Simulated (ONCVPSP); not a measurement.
## What one change does to a pseudopotential (Cr (Z = 24), ONCV)

ONCVPSP 4.0.1 input, shortened (lines: element, Z, core and valence counts, functional; n l f; lmax; l rc ep ncon nbas qcut; lloc lpopt rc5 dvloc0; l nproj debl; icmod fcfact rcfact), BLYP, scalar-relativistic:

```
  Cr 24.00    5    2  -106131      upf
    1    0    2.00
    2    0    2.00
    2    1    6.00
    3    0    2.00
    3    1    6.00
    3    2    5.00
    4    0    0.50
    2
    0    2.65    0.00    4    7    2.00
    1    2.20    0.13    4    7    4.10
    2    1.35    0.00    3    6    9.30
    4    5    1.10    6.00
    0    2    1.60
    1    2    0.40
    2    2    1.70
    3    2.00    1.20
```

Change: d: qcut 12.2.

Cutoffs: the cutoffs (Ha) at which the residual kinetic energy of the hardest occupied pseudo-wave falls to 1 and 0.1 mHa per electron; they do not see the model core or the augmentation charge, which bear on the density cutoff. Errors are all-electron minus pseudo energies relative to the spin-unpolarised reference configuration.

Task: Predict the effect on cutoff, ghosts and configuration errors.

Result: The potential gets harder (38 Ha and 48 Ha → 52 Ha and 60 Ha); both files keep a bound ghost (p); of the 4 tests that both files solve, the error grows in 1 and shrinks in 2 by more than 15 % and 0.3 meV (median size 2.4 → 2.0 meV). The waves are optimised to have the least kinetic energy above qcut, so the cutoff follows it (qcut²/2 in Ha).

| quantity | base | changed |
| --- | --- | --- |
| cutoff, loose | 38 Ha | 52 Ha |
| cutoff, tight | 48 Ha | 60 Ha |
| loose cutoff by channel | s 7.2 Ha, d 38 Ha | s 7.2 Ha, d 52 Ha |
| bound ghosts | p | p |
| GHOST(+) flags under 300 eV | s at 33.2 eV | s at 33.2 eV |
| error for 3d5 4s1, meV [ΔE -2.72 eV] | +1.3 | +0.9 |
| error for 3d5 4s0, meV [ΔE 4.26 eV] | +3.6 | +3.0 |
| error for 3d4 4s0, meV [ΔE 20.34 eV] | -0.4 | -0.3 |
| error for 3d3 4s0, meV [ΔE 51.09 eV] | -307 | -359 |
| s: phases at 2.69 bohr within 0.05 rad from the reference energy up to (Ha; the scan ends near 5) | 1.2 | 1.2 |
| p: phases at 2.23 bohr within 0.05 rad from the reference energy up to (Ha; the scan ends near 5) | 3.7 | 3.7 |
| d: phases at 1.37 bohr within 0.05 rad from the reference energy up to (Ha; the scan ends near 5) | to the end of the scan | to the end of the scan |
| rms error of d²Exc/dni dnj with the model core, mHa | 9.50 | 9.60 |

 A true bound ghost makes a file unfit for plane-wave use even where its test errors are small: the radial tests pick states by their node count and pass the ghost by.
